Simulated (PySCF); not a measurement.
cyclohexasilane (H₁₂Si₆), SMILES [SiH2]1[SiH2][SiH2][SiH2][SiH2][SiH2]1. Atoms are numbered in the order given.

```xyz
18

Si    -1.9152    -1.1057    -0.4030
Si    -1.9152     1.1057     0.4030
Si     0.0000     2.2115    -0.4030
Si     1.9152     1.1057     0.4030
Si     1.9152    -1.1057    -0.4030
Si     0.0000    -2.2115     0.4030
H     -1.8625    -1.0753    -1.8968
H     -3.1593    -1.8240     0.0104
H     -3.1593     1.8240    -0.0104
H     -1.8625     1.0753     1.8968
H      0.0000     2.1507    -1.8968
H      0.0000     3.6480     0.0104
H      3.1593     1.8240    -0.0104
H      1.8625     1.0753     1.8968
H      3.1593    -1.8240     0.0104
H      1.8625    -1.0753    -1.8968
H      0.0000    -2.1507     1.8968
H      0.0000    -3.6480    -0.0104
```

Coordinates come from a B3LYP-D3(BJ)/def2-SVP optimisation.

The numbers are results of PBE/pcSseg-1 (PySCF), not measurements.

GIAO shieldings, no solvent; atoms listed in one row are averaged. δ = σ(ref) − σ: ²⁹Si against TMS (σ = 335.4 ppm); ¹H against TMS (σ = 31.49 ppm), references at their B3LYP-D3(BJ)/def2-TZVP geometries, non-relativistic.

```tsv
nucleus	atoms	count	δ (ppm)
²⁹Si	Si1, Si2, Si3, Si4, Si5, Si6	6	-110.4
¹H	H12, H18, H9, H15, H8, H13	6	4.22
¹H	H11, H17, H10, H16, H7, H14	6	3.87
```
